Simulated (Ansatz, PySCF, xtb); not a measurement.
Pair of molecules: GaH3O (SMILES [OH][GaH2]) (first 5 atoms) with NH3 (SMILES N); geometry from B3LYP-D3(BJ)/def2-TZVP, rigid monomers moved along the line of their centres of mass till H3···N6 is 2.21 Å.
(charge 0, multiplicity 1):
```xyz
9

O     -0.02702     1.19407     1.18963
Ga    -0.08437    -0.03815    -0.09936
H      0.01076     0.80999     2.08897
H     -0.14648     0.52257    -1.55496
H     -0.06850    -1.55464     0.31431
N      0.09795    -0.00829     4.13680
H      0.94199     0.27400     4.62206
H     -0.69313     0.28945     4.69639
H      0.08668    -1.02140     4.10136
```

Counterpoise-corrected where a basis set is named; no monomer relaxation. Rows marked so take none.

Frozen-core correlation. Filled d and f shells under p-block atoms count as core. Rows in STO-3G carry no dispersion term and start afresh at each structure; the Pople sets are all-electron and without relativity.

The values were computed with Ansatz (an electronic-structure program); PySCF for STO-3G rows; xtb for the GFN methods. Each number belongs to the level named beside it.

Estimate the interaction energy that HF/STO-3G (no counterpoise) returns for this input.

-4.6 kcal/mol

Estimate the interaction energy that GFN1-xTB returns for this input.

-5.8 kcal/mol

Estimate the interaction energy that SCS-MP2/aug-cc-pVDZ returns for this input.

-5.0 kcal/mol
